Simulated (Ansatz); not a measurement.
Computed with Ansatz on PBE0-D4/def2-TZVP structures; ΔE is electronic, products minus reactants. CCSD(T)/CBS adds triple-zeta CCSD(T) − MP2 to the extrapolated MP2 energy (def2 sets, frozen cores). This one scheme is used for every species. Functionals use def2-TZVPP. B3LYP here is the variant with VWN-RPA as its local correlation; programs differ in this. Triplets are unrestricted, without spin–orbit coupling. Each species was taken in one conformer, which may not be the lowest.

`[AlH2][SiH2]C[SiH3]` → `[AlH2][SiH2][SiH3]` + `[CH2]` (triplet)  (formal loss of a carbene)

Problem. Is it downhill or uphill in electronic energy at CCSD(T)/CBS, and by how much? (Estimate.)

Solution. The calculation gave: Uphill: ΔE = +4.90 eV.

Problem. What do these levels give: PBE-D4, r2SCAN-D4, B3LYP, MP2/def2-TZVPP, CCSD(T)/def2-TZVPP, HF/def2-QZVPP? (Best estimate.)

Solution. Computed: PBE-D4 4.91, r2SCAN-D4 4.67, B3LYP 4.58, MP2/def2-TZVPP 4.98, CCSD(T)/def2-TZVPP 4.76, HF/def2-QZVPP 3.19 eV.

Largest T1 diagnostic among the species: 0.013.

The D4 term adds +0.19 eV with B3LYP and +0.10 eV with PBE0; it sums over pairs of atoms, weighted by their polarisabilities, and B3LYP, whose exchange is more repulsive, gets the larger term. From PBE to PBE0 (25 % exact exchange), in def2-TZVPP and without D4, ΔE moves by −0.05 eV.
